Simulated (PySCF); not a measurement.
PySCF 2.14 output of a UHF calculation on a single atom or ion in x2c-TZVPPall, with scalar relativity by spin-free X2C-1e:

```
SCF conv_tol = 1e-09
number electrons alpha = 15  beta = 10
cycle= 1 E= -1271.10124466697  delta_E= -0.00461  |g|= 0.0247  |ddm|= 0.0336
cycle= 2 E= -1271.10135838943  delta_E= -0.000114  |g|= 0.00485  |ddm|= 0.00709
cycle= 3 E= -1271.10136668441  delta_E= -8.29e-06  |g|= 0.00113  |ddm|= 0.00308
cycle= 4 E= -1271.10136727832  delta_E= -5.94e-07  |g|= 0.000557  |ddm|= 0.000772
cycle= 5 E= -1271.10136748143  delta_E= -2.03e-07  |g|= 9.99e-05  |ddm|= 0.00061
cycle= 6 E= -1271.10136748865  delta_E= -7.22e-09  |g|= 1.41e-05  |ddm|= 0.000103
cycle= 7 E= -1271.10136748887  delta_E= -2.2e-10  |g|= 2.23e-06  |ddm|= 2.76e-05
converged SCF energy = -1271.10136748887  <S^2> = 8.7526046  2S+1 = 6.0008681
```

The run itself started from symmetry-adapted Hartree-Fock orbitals and held the occupation by maximum overlap, so the iterations belong to that start.

**Question.** Which element, charge and spin multiplicity is this?

**Answer.** Fe⁺ (iron, charge +1), multiplicity 6; the state was [Ar] 3d6 4s1, high-spin 6D determinant.
